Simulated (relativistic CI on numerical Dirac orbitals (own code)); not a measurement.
**Zn: calculation against measurement**

Computed by Dirac-Coulomb-Breit CI, KLI orbitals optimised for each configuration, a model potential for QED, valence Slater integrals scaled by 0.85, P86 correlation energy added to each configuration (own radial code, finite nucleus).

Configuration list (outside the closed core [Ar] 3d10): 4s2, 4s 4p, 4s 5s, 4s 4d, 4s 5d, 4p2, 4s 6s, 4s 5p, 4s 6p, 4s 4f, 4s 7s, 4s 7p, 4s 5g, 4s 5f, 4s 6d, 4s 6g, 4d2. Levels of other configurations are missing.

| Configuration | Term (tabulated) | J | Measured (cm⁻¹) | Computed | Error | Purity (%) |
| --- | --- | --- | --- | --- | --- | --- |
| 4s2 | 1S | 0 | 0.0 | 0 | 0 | 96 |
| 4s 4p | 3P° | 0 | 32311.3 | 27924 | -4387 | 100 |
| 4s 4p | 3P° | 1 | 32501.4 | 28085 | -4417 | 99 |
| 4s 4p | 3P° | 2 | 32890.3 | 28407 | -4483 | 99 |
| 4s 4p | 1P° | 1 | 46745.4 | 44217 | -2529 | 86 |
| 4s 5s | 3S | 1 | 53672.2 | 48753 | -4919 | 100 |
| 4s 5s | 1S | 0 | 55789.2 | 50950 | -4839 | 99 |
| 4s 4d | 1D | 2 | 62458.5 | 57041 | -5417 | 96 |
| 4s 4d | 3D | 1 | 62768.7 | 57545 | -5223 | 100 |
| 4s 4d | 3D | 2 | 62772.0 | 57547 | -5225 | 100 |
| 4s 4d | 3D | 3 | 62777.0 | 57549 | -5228 | 100 |
| 4s 5d | 3D | 1 | 68579.1 | 64059 | -4520 | 100 |
| 4s 5d | 3D | 2 | 68580.7 | 64060 | -4521 | 100 |
| 4s 5d | 3D | 3 | 68583.1 | 64061 | -4522 | 100 |

Measured levels from NIST Handbook of Basic Atomic Spectroscopic Data (Sansonetti and Martin, J. Phys. Chem. Ref. Data 34, 1559 (2005)); pairs were made by configuration, J and term (by order where the table uses no LS term), so strongly mixed levels may be paired wrongly.

Mean error by configuration (cm⁻¹): 4s 4p -3954; 4s 5s -4879; 4s 4d -5273; 4s 5d -4521. Over the excited levels the mean absolute error is 4633 cm⁻¹ (13 of the 13 excited levels that our extract of the source holds in range could be paired), and the median relative error of those above 1,000 cm⁻¹ is 8.3 %.

Transition probabilities of persistent lines. The last column rescales the computed rate by the cube of measured over computed energy:

```
λ measured (Å)        Lower        Upper  A tabulated (s⁻¹)  A computed  A rescaled
   2138.57 air     4s2 1S_0  4s 4p 1P°_1           7.14e+08    6.61e+08    7.81e+08
   3075.90 air     4s2 1S_0  4s 4p 3P°_1           3.75e+04    4.24e+03    6.57e+03
   3282.33 air  4s 4p 3P°_0   4s 4d 3D_1           9.00e+07    8.72e+07    9.48e+07
   3302.58 air  4s 4p 3P°_1   4s 4d 3D_2           1.20e+08    1.17e+08    1.27e+08
   3302.94 air  4s 4p 3P°_1   4s 4d 3D_1           6.70e+07    6.50e+07    7.05e+07
   3345.01 air  4s 4p 3P°_2   4s 4d 3D_3           1.70e+08    1.55e+08    1.68e+08
   3345.57 air  4s 4p 3P°_2   4s 4d 3D_2           4.00e+07    3.87e+07    4.17e+07
   3345.94 air  4s 4p 3P°_2   4s 4d 3D_1           4.50e+06    4.29e+06    4.62e+06
   6362.35 air  4s 4p 1P°_1   4s 4d 1D_2           4.74e+07    5.48e+07    1.01e+08
```
